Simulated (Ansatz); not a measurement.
Ansatz (a program for electronic structure) input (PBE/6-31G*):

Ansatz 0.2 input:
```yaml
crystal:
  periodic: [false, false, false]
  atoms:
    - {symbol: O, position_ang: [-0.41745200, 0.01298800, -1.49468300]}
    - {symbol: B, position_ang: [-0.68082200, -0.00807500, -0.24945000]}
    - {symbol: O, position_ang: [-1.76088500, -0.03711100, 0.56846900]}
    - {symbol: P, position_ang: [1.24898200, 0.01413800, 0.50813900]}
    - {symbol: H, position_ang: [-1.55391800, -0.04619400, 1.50725500]}
    - {symbol: H, position_ang: [1.84260200, -1.01689400, -0.25023900]}
    - {symbol: H, position_ang: [1.80738800, 1.08437900, -0.22214500]}
basis:
  gaussian:
    orbitals: 6-31G*
hamiltonian:
  xc: {name: PBE}
magnetization: {spin_polarized: true, initial_magnetization: 1}
relax: {f_tol: 0.003, max_steps: 120}
```

Output:

```
Functional definition: PBE
integrals: 0.02 GiB planned
757 factors; their error is unknown
mean field: 0.19 GiB planned
mean field evaluation 1: about -14087.7636 eV, gradient 5.2e1 eV
mean field evaluation 2: about -13872.1293 eV, gradient 1.6e2 eV
mean field evaluation 4: about -14091.2703 eV, gradient 4.1e1 eV
mean field evaluation 8: about -14098.5535 eV, gradient 2.4e-1 eV
mean field evaluation 16: about -14098.5157 eV, gradient 3.7e-4 eV
mean field -14098.51569141 eV, -518.1108953421 hartree, gradient 2.3e-5 eV, S^2 0.754235; 0 other end points of the search recorded, 0 dependent functions left out
the calculation of the forces begins
reference -14098.51571695 eV, -518.1108962808 hartree; 20, 19 occupied and 50, 51 virtual orbitals, 757 factors
relax step   1: F+E_penalty+E_count = -14098.51569141 eV  Δ(F+E_penalty+E_count) = +0.000e0 eV  max|allowed force component| = 9.321e-1 eV/Å  Δτ_max = 0.0000 Å  (32 SCF iters, accepted)
these checks for a lower state are left out or cut short: starts, cluster_reference, orbital_swaps, neighbouring_geometries, increment
integrals: 0.02 GiB planned
757 factors; their error is unknown
mean field: 0.19 GiB planned
mean field -14098.53536344 eV, -518.1116182760 hartree, gradient 2.4e-5 eV, S^2 0.754316; 0 other end points of the search recorded, 0 dependent functions left out
the calculation of the forces begins
reference -14098.53538898 eV, -518.1116192144 hartree; 20, 19 occupied and 50, 51 virtual orbitals, 757 factors
relax step   2: F+E_penalty+E_count = -14098.53536344 eV  Δ(F+E_penalty+E_count) = -1.967e-2 eV  max|allowed force component| = 3.358e-1 eV/Å  Δτ_max = 0.0169 Å  (34 SCF iters, accepted)
these checks for a lower state are left out or cut short: starts, cluster_reference, orbital_swaps, neighbouring_geometries, increment
integrals: 0.02 GiB planned
757 factors; their error is unknown
mean field: 0.19 GiB planned
mean field evaluation 32: about -14098.5395 eV, gradient 2.6e-5 eV
mean field -14098.53953289 eV, -518.1117715004 hartree, gradient 2.3e-5 eV, S^2 0.754373; 0 other end points of the search recorded, 0 dependent functions left out
the calculation of the forces begins
reference -14098.53955838 eV, -518.1117724372 hartree; 20, 19 occupied and 50, 51 virtual orbitals, 757 factors
relax step   3: F+E_penalty+E_count = -14098.53953289 eV  Δ(F+E_penalty+E_count) = -4.169e-3 eV  max|allowed force component| = 1.259e-1 eV/Å  Δτ_max = 0.0166 Å  (35 SCF iters, accepted)
these checks for a lower state are left out or cut short: starts, cluster_reference, orbital_swaps, neighbouring_geometries, increment
integrals: 0.02 GiB planned
757 factors; their error is unknown
mean field: 0.19 GiB planned
mean field -14098.54030330 eV, -518.1117998125 hartree, gradient 1.2e-5 eV, S^2 0.754373; 0 other end points of the search recorded, 0 dependent functions left out
the calculation of the forces begins
reference -14098.54032877 eV, -518.1118007484 hartree; 20, 19 occupied and 50, 51 virtual orbitals, 757 factors
relax step   4: F+E_penalty+E_count = -14098.54030330 eV  Δ(F+E_penalty+E_count) = -7.704e-4 eV  max|allowed force component| = 7.026e-2 eV/Å  Δτ_max = 0.0066 Å  (29 SCF iters, accepted)
these checks for a lower state are left out or cut short: starts, cluster_reference, orbital_swaps, neighbouring_geometries, increment
integrals: 0.02 GiB planned
757 factors; their error is unknown
mean field: 0.19 GiB planned
mean field -14098.54066079 eV, -518.1118129501 hartree, gradient 2.3e-5 eV, S^2 0.754365; 0 other end points of the search recorded, 0 dependent functions left out
the calculation of the forces begins
reference -14098.54068623 eV, -518.1118138847 hartree; 20, 19 occupied and 50, 51 virtual orbitals, 757 factors
relax step   5: F+E_penalty+E_count = -14098.54066079 eV  Δ(F+E_penalty+E_count) = -3.575e-4 eV  max|allowed force component| = 1.424e-2 eV/Å  Δτ_max = 0.0115 Å  (34 SCF iters, accepted)
these checks for a lower state are left out or cut short: starts, cluster_reference, orbital_swaps, neighbouring_geometries, increment
integrals: 0.02 GiB planned
757 factors; their error is unknown
mean field: 0.19 GiB planned
mean field -14098.54070724 eV, -518.1118146568 hartree, gradient 1.1e-5 eV, S^2 0.754355; 0 other end points of the search recorded, 0 dependent functions left out
the calculation of the forces begins
reference -14098.54073267 eV, -518.1118155914 hartree; 20, 19 occupied and 50, 51 virtual orbitals, 757 factors
relax step   6: F+E_penalty+E_count = -14098.54070724 eV  Δ(F+E_penalty+E_count) = -4.644e-5 eV  max|allowed force component| = 3.630e-3 eV/Å  Δτ_max = 0.0038 Å  (27 SCF iters, accepted)
these checks for a lower state are left out or cut short: starts, cluster_reference, orbital_swaps, neighbouring_geometries, increment
integrals: 0.02 GiB planned
757 factors; their error is unknown
mean field: 0.19 GiB planned
mean field -14098.54070863 eV, -518.1118147080 hartree, gradient 1.9e-5 eV, S^2 0.754357; 0 other end points of the search recorded, 0 dependent functions left out
the calculation of the forces begins
reference -14098.54073406 eV, -518.1118156427 hartree; 20, 19 occupied and 50, 51 virtual orbitals, 757 factors
relax step   7: F+E_penalty+E_count = -14098.54070863 eV  Δ(F+E_penalty+E_count) = -1.394e-6 eV  max|allowed force component| = 1.570e-3 eV/Å  Δτ_max = 0.0005 Å  (24 SCF iters, accepted)
integrals: 0.02 GiB planned
757 factors; their error is unknown
mean field: 0.19 GiB planned
mean field evaluation 64: about -14098.5791 eV, gradient 9.8e-2 eV
mean field -14098.54070863 eV, -518.1118147080 hartree, gradient 1.9e-5 eV, S^2 0.754357; 1 other end points of the search recorded, 0 dependent functions left out
the calculation of the forces begins
reference -14098.54073406 eV, -518.1118156427 hartree; 20, 19 occupied and 50, 51 virtual orbitals, 757 factors
Total energy: -14098.54073406 eV, -518.1118156427 hartree
Atom 0 at    -0.435199     0.013025    -1.519740 Å, force    -0.000294    -0.000019     0.001046 eV/Å
Atom 1 at    -0.682735    -0.008039    -0.254521 Å, force    -0.000458    -0.000003    -0.000351 eV/Å
Atom 2 at    -1.775922    -0.037358     0.568087 Å, force     0.001422     0.000030    -0.000484 eV/Å
Atom 3 at     1.233250     0.013713     0.520234 Å, force    -0.001570    -0.000029     0.000195 eV/Å
Atom 4 at    -1.521255    -0.045681     1.509807 Å, force    -0.000016     0.000000    -0.000055 eV/Å
Atom 5 at     1.851593    -1.023266    -0.242394 Å, force     0.000463    -0.000307    -0.000180 eV/Å
Atom 6 at     1.816164     1.090837    -0.214128 Å, force     0.000452     0.000327    -0.000171 eV/Å
Dipole moment:     0.306985    -0.002459     0.568746 e Å
```

The geometry given is a B3LYP-D3(BJ)/def2-TZVP minimum.
